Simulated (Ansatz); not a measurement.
Ansatz (a quantum-chemistry and plane-wave program) job for H6OSi2Te, SMILES O([Te][SiH3])[SiH3], CAM-B3LYP/def2-SVPD. The structure is a stationary point at B3LYP-D3(BJ)/def2-SVP. The structure was generated by enumeration, and PubChem lists no compound with its InChIKey, so it may never have been made. The def2 effective core potentials stand for the cores of Te; spin–orbit coupling is left out. One conformer was computed; it need not be the lowest.

Ansatz 0.2 input:
```yaml
crystal:
  periodic: [false, false, false]
  atoms:
    - {symbol: Te, position_ang: [-0.63052850, -0.32122289, 0.50859603]}
    - {symbol: Si, position_ang: [-0.61343634, 2.14209202, -0.05246149]}
    - {symbol: H, position_ang: [-2.01509389, 2.61460524, 0.13897559]}
    - {symbol: H, position_ang: [-0.18511015, 2.33344205, -1.46442898]}
    - {symbol: H, position_ang: [0.30984689, 2.87076253, 0.85848718]}
    - {symbol: O, position_ang: [1.34664761, -0.48816817, 0.06904462]}
    - {symbol: Si, position_ang: [1.87954495, -0.98591236, -1.43845128]}
    - {symbol: H, position_ang: [1.40559946, -2.36477383, -1.76304765]}
    - {symbol: H, position_ang: [3.36722709, -0.96851771, -1.38227620]}
    - {symbol: H, position_ang: [1.40631074, -0.06309766, -2.51428205]}
basis:
  gaussian:
    orbitals: def2-SVPD
hamiltonian:
  xc: {name: CAM-B3LYP}
```

Program output:

```
WARN ansatz: RAYON_NUM_THREADS=1 ignored (pool sized by the plan → 1); use --threads N
Functional definition: CAM-B3LYP
integrals: 0.12 GiB planned
1450 factors; their error is unknown
integrals: 0.15 GiB planned
635 factors; integrals over basis functions are off by at most 1.5e-5 eV
mean field: 1.12 GiB planned
mean field evaluation 1: about -25181.9581 eV, gradient 5.0e1 eV
mean field evaluation 2: about -25168.8175 eV, gradient 9.5e1 eV
mean field evaluation 4: about -25186.5609 eV, gradient 1.2e0 eV
mean field evaluation 8: about -25186.7490 eV, gradient 1.4e-1 eV
mean field evaluation 16: about -25186.7491 eV, gradient 3.7e-5 eV
mean field -25186.74905363 eV, -925.5959555293 hartree, gradient 3.7e-5 eV, S^2 0.000000; 0 other end points of the search recorded, 0 dependent functions left out
reference -25186.74921467 eV, -925.5959614472 hartree; 33, 33 occupied and 121, 121 virtual orbitals, 1450 factors
Total energy: -25186.74921467 eV, -925.5959614472 hartree
```

Self-consistency was reached.
